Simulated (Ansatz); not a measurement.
Cl2H2O2Ti (`[OH][Ti]([OH])([Cl])[Cl]`). Total charge 0; spin multiplicity 1. Geometry: relaxed with PBE0-D4/def2-TZVP. It is one conformer, not always the lowest.

```xyz
7

O    -0.544   -1.365    0.102
Ti    0.170    0.238    0.227
O     0.031    1.057   -1.334
Cl   -0.887    1.379    1.781
Cl    2.286    0.041    0.795
H    -0.719   -2.155    0.613
H    -0.337    0.806   -2.184
```

Problem. What is the dipole moment at PBE/def2-TZVPP? (Estimate.)

Solution. Ansatz gave: 3.22 D, with components (-1.49, -2.25, -1.75) D in this frame, pointing from negative to positive charge.

Problem. And with r2SCAN, B3LYP, ωB97M-V? (Estimate.)

Solution. The calculation gave: r2SCAN 3.29 D, B3LYP 3.21 D, ωB97M-V 3.30 D.

Problem. Give the Mulliken charges with PBE, B3LYP, r2SCAN in def2-TZVPP. (Estimate.)

Solution. Ansatz gave: 
```
atom    PBE  B3LYP  r2SCAN
  O1  -0.41  -0.46   -0.46
 Ti2   0.86   1.00    0.98
  O3  -0.40  -0.45   -0.45
 Cl4  -0.23  -0.25   -0.25
 Cl5  -0.23  -0.25   -0.25
  H6   0.21   0.20    0.22
  H7   0.20   0.20    0.22
```

B3LYP here is the variant with VWN-RPA as its local correlation; programs differ in this.
